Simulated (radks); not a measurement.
Q: These are the eigenvalues of the occupied orbitals of an atom or ion with whole-number occupations (eV). All-electron calculation, non-relativistic Kohn-Sham, PBEsol, spin-polarised, spherical densities, point nucleus. Program: a radial shooting solver on a logarithmic mesh with Libxc functionals.

1s down: -21354.52
1s up: -21354.52
2s up: -3045.183
2s down: -3044.331
2p up: -2820.429
2p down: -2819.798
3s up: -562.9851
3s down: -562.5214
3p up: -474.8943
3p down: -474.3650
3d up: -312.7813
3d down: -311.9948
4s up: -107.5620
4s down: -103.6760
4p up: -81.0691
4p down: -77.0339
4d up: -39.3167

Which element is it, and in what charge state? The configuration may be excited. Open shells, if any, are filled with parallel spins first.

A: Z = 44, ruthenium, charge +3: Ru3+ in [Kr] 4d5. The list shows which subshells hold electrons but not how many an open one holds; the 1s level, -784.76 hartree, gives Z - s = 39.6 by -(Z - s)^2/2, which with screening narrows Z to a few neighbours, and the depths of the outer levels then fix element, charge and occupations together.
